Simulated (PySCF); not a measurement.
Molecule: `InChI=1S/C3H11NOSi/c1-4(2)6-5-3/h6H2,1-3H3`.

Structure with atom numbers: `[CH3:1][O:2][SiH2:3][N:4]([CH3:5])[CH3:6]`; H(Xn) means a hydrogen on atom n.

Geometry PBE0-D3(BJ)/def2-SVP throughout; GIAO in PySCF, gas phase, one conformer, non-relativistic; equivalent atoms averaged; functional PBE0.

For orientation, 6-31G gives these absolute shieldings σ: C1 151.8, C5/C6 159.8, O2 322.3, Si3 428.6, N4 240.0, H(Si3) 27.63, H(C1) 28.97, H(C5)/H(C6) 29.91 ppm.

A run gave: C1 146.7, C5/C6 155.5, O2 312.5, Si3 416.1, N4 232.7, H(Si3) 26.98, H(C1) 28.53, H(C5)/H(C6) 29.42 ppm (absolute shieldings σ).

Q: Which basis set was used in that run?
A. 6-311+G(2d,p)
B. def2-SVP
C. 6-31G*
D. STO-3G
E. def2-TZVP

A: C. Si3 tells them apart best: 6-31G* gives 416.1, def2-SVP gives 433.1, def2-TZVP gives 352.0, STO-3G gives 537.5, 6-311+G(2d,p) gives 362.1 ppm.
